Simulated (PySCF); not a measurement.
## Level sweep

C3H9NSi.
InChI=1S/C3H9NSi/c1-3(2)4-5/h1-2,5H3

PySCF, dipoles from the SCF density, polarisabilities from static response with core orbitals frozen. Geometry: PBE0-D3(BJ)/def2-SVP; no solvent, vibrations or thermal averaging.

Task: Compare the levels for these properties.

Result: 

| level | μ (D) | α (au) | anisotropy (au) |
| --- | --- | --- | --- |
| LDA/def2-SVPD | 2.351 | 80.99 | 37.62 |
| PBE/def2-SVPD | 2.322 | 79.33 | 37.02 |
| B3LYP/def2-SVPD | 2.371 | 76.37 | 33.94 |
| PBE0/def2-SVPD | 2.391 | 75.76 | 33.73 |
| BHandHLYP/def2-SVPD | 2.457 | 73.12 | 31.30 |
| CAM-B3LYP/def2-SVPD | 2.413 | 74.83 | 31.99 |
| wB97X-D/def2-SVPD | 2.449 | 74.93 | 32.08 |
| LC-wPBE/def2-SVPD | 2.444 | 72.88 | 30.52 |
| HF/def2-SVPD | 2.642 | 69.98 | 28.90 |
| PBE0/6-31G* | 2.306 | 62.21 | 33.00 |
| PBE0/6-31+G* | 2.411 | 69.95 | 32.65 |
| PBE0/def2-SVP | 2.350 | 66.41 | 33.22 |
| PBE0/aug-cc-pVDZ | 2.362 | 77.59 | 34.15 |
| PBE0/def2-TZVP | 2.382 | 73.25 | 33.59 |
| PBE0/def2-TZVPD | 2.416 | 76.93 | 33.82 |

The anisotropy is √(½[(α1 − α2)² + (α2 − α3)² + (α3 − α1)²]). The dipole runs from 2.31 D (PBE0/6-31G*) to 2.64 D (HF/def2-SVPD). No reference polarisability is at hand; against PBE0 in the largest diffuse basis at hand (def2-TZVPD) the other PBE0 rows deviate by 6-31G* -19%, 6-31+G* -9%, def2-SVP -14%, def2-SVPD -2%, aug-cc-pVDZ +1%, def2-TZVP -5%. In one basis (def2-SVPD) the functionals order the polarisability from HF (lowest) to LDA (highest), a spread of 16%. With PBE0 the polarisability is 67.29 au without diffuse functions (mean of 6-31G*, def2-SVP and def2-TZVP) and 75.06 au with them (mean of 6-31+G*, def2-SVPD, aug-cc-pVDZ and def2-TZVPD).
